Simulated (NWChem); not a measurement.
System: CH₃BO₃; SMILES O=CB(O)O

NWChem input:

```
start job
memory heap 200 mb stack 900 mb global 1100 mb
geometry units angstroms noautoz
  O      0.138578    -1.881741     0.000000
  C     -0.638637    -0.948518     0.000000
  B     -0.027059     0.540753     0.000000
  O      1.320202     0.622206     0.000000
  O     -0.837573     1.619546     0.000000
  H     -1.742702    -1.143171     0.000000
  H      1.674945    -0.281863     0.000000
  H     -0.348139     2.450782     0.000000
end
basis spherical
  * library sto-3g
end
dft
  xc xpbe96 cpbe96
  iterations 150
  mulliken
end
task dft energy
```

Structure relaxed at the PBE0/def2-SVP level.

Problem. Predict the main results of this run. (PBE/STO-3G.) Quantities: basis functions; energy (Ha); highest occupied level (eV); orbital gap (eV); dipole (D).

Solution. 
- number of basis functions: 28
- energy (Ha): -286.24
- highest occupied level (eV): -1.92
- orbital gap (eV): 2.68
- dipole (D): 1.56
